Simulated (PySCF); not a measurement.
**ReSe₂⁺, triplet: computed properties**

Computed with UPBE0/[Re def2-TZVP with ECP60, Se def2-TZVP], scalar-relativistic core potentials, density fitting, no spin–orbit coupling, PySCF.

The structure is a minimum.

```
Point group                                                                   : C2v
Bond lengths                                                                  : Re–Se 2.193 Å (×2)
Bond angles                                                                   : Se–Re–Se 111.6°
Rotational symmetry number                                                    : 2
Zero-point energy                                                             : 5.2 kJ/mol
Rotational constants                                                          : 0.1289, 0.03205, 0.02567 cm⁻¹
Principal quadrupole moments (Buckingham, traceless) about the centre of mass : -9.59, 0.95, 8.64 D Å
Lowest empty level (α)                                                        : -9.81 eV
Highest occupied level (α)                                                    : -12.17 eV
Enthalpy at 298.15 K above 0 K                                                : 13.52 kJ/mol
Entropy at 298.15 K and 1 bar (electronic part: spin only)                    : 329.0 J/(mol K)
Dipole moment about the centre of mass                                        : 1.58 D
Spin squared ⟨S²⟩                                                             : 2.107
Principal polarisabilities                                                    : 56.9, 64.2, 140.4 bohr³
Heat capacity Cp at 298.15 K                                                  : 54.1 J/(mol K)
```

Harmonic modes (masses in u: Re 186.956, Se 79.917):
```
symmetry  ω (cm⁻¹)  IR (km/mol)     type
      a1       118          0.1     bend
      a1       365          0.1  stretch
      b2       382         12.0  stretch
```

In C2v the vibrations span 2a1 + b2. Here b1 is antisymmetric to the molecular plane and b2 lies in it.

Charges (e):
```json
{"atom": "Re1", "Mulliken": "0.78", "Löwdin": "0.11", "polar tensor": "0.95", "spin (Mulliken)": "2.41", "Mayer order to Re1": "–"}
{"atom": "Se2,3", "Mulliken": "0.11", "Löwdin": "0.44", "polar tensor": "0.02", "spin (Mulliken)": "-0.20", "Mayer order to Re1": "2.29"}
```
Other Mayer orders above 0.3: Se–Se 0.43.

Mulliken populations on Re1 (electrons outside its core potential): s 2.65, p 6.27, d 5.26, f 0.03.

Formally Re is in oxidation state +5, d2, with 2 unpaired electrons (the high-spin count). The Mulliken spin on Re is 2.41. The polar-tensor charge on Re, 0.95, is far below the formal one.

Other isomers or separated fragments may lie lower. Other spin states or occupations of the open shell can lie lower. With an element this heavy the missing spin–orbit coupling can shift these numbers.

The final relaxation and frequency run took of the order of 10 core-minutes on a shared host.
